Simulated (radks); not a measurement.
Excited configurations of Cl I: one electron is placed in a higher orbital outside [Ne] 3s2 3p4. The ground configuration is [Ne] 3s2 3p5. Method: non-relativistic Kohn-Sham, PBE, spin-unpolarised, spherical densities, point nucleus; computed with a radial shooting solver on a logarithmic mesh with Libxc functionals. Excitation = E - E(ground); binding = E(ion) - E, where the ion is the core of charge +1; n* = 1/sqrt(2 binding) in atomic units, and the quantum defect is n - n*.

| outer orbital | excitation (eV) | binding (eV) | n* | quantum defect | eigenvalue (eV) | <r> (bohr) |
|---|---|---|---|---|---|---|
| 3d | 11.939 | 1.951 | 2.640 | 0.360 | -0.607 | 7.702 |
| 4s | 9.968 | 3.922 | 1.863 | 2.137 | -2.136 | 5.504 |
| 4p | 11.289 | 2.602 | 2.287 | 1.713 | -1.335 | 7.294 |
| 4d | 12.582 | 1.308 | 3.225 | 0.775 | -0.671 | 13.65 |
| 5p | 12.505 | 1.385 | 3.134 | 1.866 | -0.812 | 14.88 |
| 5d | 13.060 | 0.831 | 4.048 | 0.952 | -0.495 | 23.77 |
| 6s | 12.850 | 1.040 | 3.616 | 2.384 | -0.661 | 21.12 |
| 6d | 13.321 | 0.569 | 4.889 | 1.111 | -0.363 | 36.73 |
| 6f | 13.440 | 0.451 | 5.495 | 0.505 | -0.285 | 44.45 |
| 7s | 13.213 | 0.677 | 4.484 | 2.516 | -0.447 | 33.03 |

The Delta-SCF ionisation energy is 13.890 eV (NIST Atomic Spectra Database: 12.968 eV, measured). Self-interaction in the functional shifts the binding energies and quantum defects, so they are the method's values and not measured ones. Spin polarisation and multiplet splitting are left out, so open shells lie too high by an amount that depends on their filling.

Beside tabulated values, note that spin-unpolarised runs miss the spin-polarisation part of the exchange energy of open shells.
